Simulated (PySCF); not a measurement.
W(O)2(Me)2 (C2H6O2W), SMILES [CH3][W]([CH3])(=[O])=[O], multiplicity 1. Geometry optimised at PBE-D3(BJ)/def2-SVP. The multiplicity is an assumed one; no other spin state was optimised. The structure was generated by enumeration; whether it is a known compound was not checked. The def2 effective core potentials stand for the cores of W; spin–orbit coupling is left out.

Calculation: PBE-D3(BJ)/def2-SVP run with PySCF 2.14.0.

Harmonic wavenumbers (cm⁻¹): 117, 120, 151, 175, 210, 217, 319, 500, 551, 593, 618, 640, 645, 964, 993, 1154, 1163, 1335, 1345, 1351, 1357, 2948, 2950, 3050, 3051, 3067, 3067. Rotational constants (GHz): 3.492, 2.985, 2.805; symmetry number 2.

Task: Work out the zero-point energy and the ideal-gas rigid-rotor harmonic-oscillator thermochemistry at 298.15 K and 1 atm.

Result: ZPE = ½ Σ hcν = ½ × 32648 cm⁻¹ = 195.28 kJ/mol. H − E(el) = 219.06 kJ/mol. Entropy in J/(mol K): translation 177.40, rotation 106.37, vibration 83.15, total 366.92. G − E(el) = 109.66 kJ/mol. Cp = 121.18 J/(mol K). Modes under 150 cm⁻¹ make the vibrational entropy uncertain.
